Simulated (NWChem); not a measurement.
C$_{4}$H$_{8}$; SMILES C1(CC1)C

```xyz
12

C      0.1597    -1.5440     0.0000
C     -0.4923    -0.1872     0.0000
C      0.1249     0.9564    -0.7509
C      0.1249     0.9564     0.7509
H     -0.1252    -2.1276    -0.8902
H      1.2577    -1.4540     0.0000
H     -0.1252    -2.1276     0.8902
H     -1.5883    -0.2116     0.0000
H     -0.5333     1.6594    -1.2690
H      1.0739     0.7739    -1.2648
H     -0.5333     1.6594     1.2690
H      1.0739     0.7739     1.2648
```
Atoms are numbered in this order, from 1.

Computed with NWChem. Pople sets run with spherical d functions. The geometry was optimised at PBE0/def2-SVP. Isolated, static molecule.

GIAO at B3LYP/6-31G*: principal shieldings of C3 are 153.9, 177.2, 214.9 ppm; an isolated tetramethylsilane molecule has σ = 189.5 ppm at the same levels.

Task: Find the isotropic 13C shift, its principal values, the span and the skew.

Result: 
1. σ(iso) = one third of the sum = 182.0 ppm.
2. δ = σ(reference) − σ = 7.5 ppm against tetramethylsilane.
3. δ11, δ22, δ33 = 35.6, 12.3, -25.4 ppm.
4. Span Ω = δ11 − δ33 = 61.0 ppm; skew κ = 3(δ22 − δ(iso))/Ω = 0.24.
